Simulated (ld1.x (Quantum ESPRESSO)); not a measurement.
# Which change was made? (Bi, TM)

Bi, norm-conserving Troullier–Martins (Kleinman–Bylander form), made with ld1.x (Quantum ESPRESSO) 7.5 (PBEsol, scalar-relativistic). Core [Xe] 4f14 5d10, reference 6s2 6p2 (charge +1). Waves: 6s (bound): rc 1.85 bohr; 6p (bound): rc 1.90 bohr; 6d channel at 0.1 Ry: rc 1.55 bohr. Local part: all-electron potential smoothed inside 1.20 bohr (lloc = -1). Core correction: a·sin(br)/r model core inside 1.40 bohr.

Cutoffs, loose and tight: the cutoffs (Ry, on a coarse ladder) from which the occupation-weighted sum of valence levels, in a spherical-Bessel basis at the reference potential, stays within 10 and 1 mRy of its value at 400 Ry. They do not see the model core or the augmentation charge, which bear on the density cutoff. Test errors are all-electron minus pseudo excitation energies from the reference, over the configurations 6s2 6p3; 6s2 6p1; 6s2 6p0; 6s2 6p3.3; 6s0 6p5; 6s1 6p3; 6s1 6p0; variants that change the core or the reference have their own tests. The largest error is taken over the tests solved by every variant that gives reliable tests at all, those not shown here included: 6s0 6p5; 6s1 6p3; 6s2 6p0; 6s2 6p1; 6s2 6p3; 6s2 6p3.3.

The base gives: outcome: generated; cutoff, loose: 30 Ry; cutoff, tight: 55 Ry; bound ghosts: s, p, d; largest test error (meV): -174.

Problem. After one change the result is: outcome: generated; cutoff, loose: 25 Ry; cutoff, tight: 35 Ry; bound ghosts: s, p, d; largest test error (meV): -173. Which change was it?
A. wave 6p (bound): rc 1.90 bohr becomes 6p (bound): rc 2.64 bohr
B. local potential all-electron potential smoothed inside 2.20 bohr (lloc = -1)
C. type PAW; waves now 6s (bound): rcut 1.60, rcutus 1.85 bohr; 6s channel at 3.15 Ry: rcut 1.60, rcutus 1.85 bohr; 6p (bound): rcut 1.65, rcutus 1.90 bohr; 6p channel at -0.15 Ry: rcut 1.65, rcutus 1.90 bohr; 6d channel at 0.1 Ry: rcut 1.35, rcutus 1.55 bohr; 6d channel at 2.3 Ry: rcut 1.35, rcutus 1.55 bohr; local potential all-electron potential smoothed inside 1.85 bohr (lloc = -1); augmentation BESSEL, radius 1.50 bohr
D. core [Kr] 4d10 4f14, valence charge 23; reference 5s2 5p6 5d10 6s2 6p2.5; waves now 5s (bound): rc 1.25 bohr; 5p (bound): rc 1.10 bohr; 5d (bound): rc 1.60 bohr; 5f channel at 0.1 Ry: rc 1.60 bohr; local potential the f channel; core correction none
E. reference 6s1.5 6p3.5

Solution. A. The others give: reference 6s1.5 6p3.5 → outcome: generated; cutoff, loose: 30 Ry; cutoff, tight: 55 Ry; bound ghosts: s, p, d; largest test error (meV): -202 | core [Kr] 4d10 4f14, valence charge 23; reference 5s2 5p6 5d10 6s2 6p2.5; waves now 5s (bound): rc 1.25 bohr; 5p (bound): rc 1.10 bohr; 5d (bound): rc 1.60 bohr; 5f channel at 0.1 Ry: rc 1.60 bohr; local potential the f channel; core correction none → outcome: generated, misses its reference levels by 1.41 eV; cutoff, loose: 160 Ry; cutoff, tight: 260 Ry; bound ghosts: none; largest test error (meV): +3994 | type PAW; waves now 6s (bound): rcut 1.60, rcutus 1.85 bohr; 6s channel at 3.15 Ry: rcut 1.60, rcutus 1.85 bohr; 6p (bound): rcut 1.65, rcutus 1.90 bohr; 6p channel at -0.15 Ry: rcut 1.65, rcutus 1.90 bohr; 6d channel at 0.1 Ry: rcut 1.35, rcutus 1.55 bohr; 6d channel at 2.3 Ry: rcut 1.35, rcutus 1.55 bohr; local potential all-electron potential smoothed inside 1.85 bohr (lloc = -1); augmentation BESSEL, radius 1.50 bohr → outcome: failed: new_paw_hamiltonian: negative rho | local potential all-electron potential smoothed inside 2.20 bohr (lloc = -1) → outcome: generated; cutoff, loose: 30 Ry; cutoff, tight: 55 Ry; bound ghosts: d; largest test error (meV): -169.
